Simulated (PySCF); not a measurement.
## Working out the ionisation energy of V

V [Ar] 3d3 4s2 (4F) → V⁺ [Ar] 3d4 (5D). Computed with PySCF 2.14 in dyall-av2z, with no relativity, point nucleus. Frozen: [Ar]; the 25 highest virtual orbitals dropped. Energies in hartree (1 hartree = 27.21139 eV):

```tsv
part	V (lower)	V⁺ (upper)
UHF	-942.880797	-942.663537
MP2 opposite-spin	-0.030977	0.000000
MP2 same-spin	-0.024216	-0.041579
```

**Question.** What does Hartree-Fock give?

**Answer.** (-942.663537) − (-942.880797) = 0.217260 hartree = 5.912 eV.

**Question.** What do MP2 and SCS-MP2 (6/5 opposite-spin, 1/3 same-spin) give?

**Answer.** The opposite-spin parts differ by 0.843 eV and the same-spin parts by -0.472 eV. MP2: 5.912 + (0.843) + (-0.472) = 6.283 eV. SCS-MP2: 5.912 + 1.2 × (0.843) + (-0.472)/3 = 6.766 eV.

Measured between the centres of the two terms (NIST): 6.732 eV, so MP2 (valence) is off by -0.449 eV.

The calculation is non-relativistic.

A double-zeta basis recovers only part of the correlation energy.

What remains against the reference includes basis incompleteness, the frozen core and correlation beyond second order.
